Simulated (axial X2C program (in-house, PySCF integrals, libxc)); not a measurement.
PbO: a run with one poor setting

Computed with an axial X2C code built on PySCF integrals. Spin-free means the one-electron spin-free X2C Hamiltonian. Basis: Pb dyall-v3z [12s14p10d6f], O dyall-v3z [6s5p2d1f] (cores contracted in-house); Gaussian nuclei, density fitting, unrestricted open shells. Masses: Pb 207.977 u, O 15.995 u.

One setting of this run was spoiled on purpose, so its numbers are not properties of PbO. Level: PBE50, spin-free; state M_S = 1, Λ = 1 (beyond evenly filled blocks: σα, π+α).

| R (Å) | E − E(lowest point) (eV) | SCF iterations |
| --- | --- | --- |
| 1.662 | 2.0436 | 12 |
| 1.738 | 1.0956 | 12 |
| 1.795 | 0.6295 | 11 |
| 1.853 | 0.3190 | 11 |
| 1.910 | 0.1279 | 11 |
| 1.977 | 0.0186 | 11 |
| 2.044 | 0.0000 | 11 |
| 2.130 | 0.0698 | 11 |
| 2.235 | 0.2485 | 11 |
| 2.388 | 0.6065 | 12 |

Fit: Re 2.026 Å, ωe 539.2 cm⁻¹, residual 0.12 microhartree, De 1.68 eV.

PBE0 search, energies from the determinant that was followed:

```
ΔE (eV)           state  electrons beyond evenly filled partner blocks  electrons in σ, π, δ, φ
   0.00  M_S = 1, Λ = 1                                        σα, π+α               33 37 16 4
   0.15  M_S = 0, Λ = 2                              π+α, 2 × π+β, π-α               34 36 16 4
   0.15  M_S = 0, Λ = 1                                        σα, π+β               33 37 16 4
  -2.67  M_S = 0, Λ = 0                                   closed shell               34 36 16 4
  -0.01  M_S = 1, Λ = 2                              2 × π+α, π+β, π-α               34 36 16 4
  -0.01  M_S = 1, Λ = 0                              π+α, π+β, 2 × π-α               34 36 16 4
```

Question: Which setting was spoiled?
A. too few iterations allowed
B. an excited determinant was followed
C. density fitting set too sparse
D. virtual space cut too low
E. integration grid too coarse

Answer: B. An excited determinant was followed: a lower determinant stands in the search.
